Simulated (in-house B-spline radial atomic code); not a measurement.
A run on an ion of nuclear charge 21 with 21.8 electrons that did not converge. Method: scalar-relativistic (X2C) B3LYP, spin-polarised, spherical fractional occupations, Fermi nucleus of rms radius 3.5459 fm; computed with an all-electron radial atomic-structure program (B-spline basis).

Command:
```bash
python run_scf.py task.json out
```
Settings (nuclear radius in fm, mass in u):
```
Z                21
configuration    [Ar] 3d1.8 4s2
hamiltonian      x2c
method           b3lyp
spin_polarised   True
nucleus          fermi
rms_radius       3.5459
atomic_mass      44.95591
speed_of_light   137.035999084
```

First and last ten iterations of the last attempt (damped for 15 steps, keeping 80 % of the old Fock matrix, then DIIS):
```
 iter        energy (Eh)    residual
    1        -761.575295    2.79e-01
    2        -761.988544    2.16e-01
    3        -763.062400    1.37e-01
    4        -763.643718    8.43e-02
    5        -763.944113    5.01e-02
    6        -764.091636    2.74e-02
    7        -764.172745    1.33e-02
    8        -763.825649    3.62e-02
    9        -764.102532    2.49e-02
   10        -764.159799    1.29e-02
  111        -763.792603    3.67e-02
  112        -763.794655    3.64e-02
  113        -763.792378    3.66e-02
  114        -763.793277    3.66e-02
  115        -763.792939    3.67e-02
  116        -763.792478    3.67e-02
  117        -764.165956    1.08e-02
  118        -764.164585    1.11e-02
  119        -763.796261    3.57e-02
  120        -763.795538    3.58e-02
 not converged after 120 iterations
```

The smallest residual met was 8.8e-03; the threshold is about 2e-07. No energy from this run should be used. The likely cause: this method binds the added charge weakly or not at all at the basis-set limit, so charge moves back and forth between the atom and the box. Cost of the run: 5 s on 1 thread of Arm Neoverse N1 (shared host).
